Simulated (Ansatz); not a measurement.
CH5ClSn, singlet: at the start structure of a reaction step.

Input (in.yaml):

```yaml
crystal:
  periodic: [false, false, false]
  atoms:
    - {symbol: Sn, position_ang: [-0.322472, 0.091028, 0.896583]}
    - {symbol: Cl, position_ang: [-2.617333, -0.101027, 0.468244]}
    - {symbol: C, position_ang: [0.632388, -0.084464, -0.995441]}
    - {symbol: H, position_ang: [0.278897, 0.709909, -1.651903]}
    - {symbol: H, position_ang: [-0.120991, 1.619260, 1.625496]}
    - {symbol: H, position_ang: [0.048932, -1.179850, 1.970967]}
    - {symbol: H, position_ang: [0.386673, -1.050858, -1.434322]}
    - {symbol: H, position_ang: [1.713904, -0.003898, -0.879525]}
basis:
  gaussian: {orbitals: def2-TZVPP}
hamiltonian: {xc: pbe0, dispersion: d4}
output: {orbitals: {seedname: orbitals}}
```

Run by:

```bash
ansatz run in.yaml --threads 4 --pin off --events-out ev --progress --plain --max-ram 9574MiB
```

The run's output (Ansatz 0.2.0):

```
Functional definition: PBE0
  name "PBE0"
  cite "Adamo & Barone, J. Chem. Phys. 110, 6158 (1999) doi:10.1063/1.478522"
  cite "Perdew, Burke & Ernzerhof, Phys. Rev. Lett. 77, 3865 (1996) doi:10.1103/PhysRevLett.77.3865"
  parent pbe
  parameter a = 0.25
  parameter kappa = 0.804
  parameter beta = 0.06672455060314922
  exchange = (1 - a)*pbe_x(kappa = kappa, mu = beta*pi^2/3) + a*exact_x
  correlation = pbe_c(beta = beta)
1261 factors; their error is unknown
mean field evaluation 1: about -19463.1776 eV, gradient 5.1e1 eV
mean field evaluation 2: about -19459.4528 eV, gradient 5.9e1 eV
mean field evaluation 4: about -19469.0521 eV, gradient 2.2e0 eV
mean field evaluation 8: about -19469.0610 eV, gradient 2.9e-2 eV
mean field evaluation 16: about -19469.1608 eV, gradient 4.1e-5 eV
mean field -19469.16075890 eV, -715.4784612186 hartree, gradient 4.1e-5 eV, S^2 0.000000; 0 other end points of the search recorded, 0 dependent functions left out
reference -19469.16079228 eV, -715.4784624452 hartree; 25, 25 occupied and 168, 168 virtual orbitals, 1261 factors
Total energy: -19469.29258473 eV, -715.4833057283 hartree
```

Hardware: 4 CPU threads of an Intel Xeon, shared host. Wall time about 5 s.
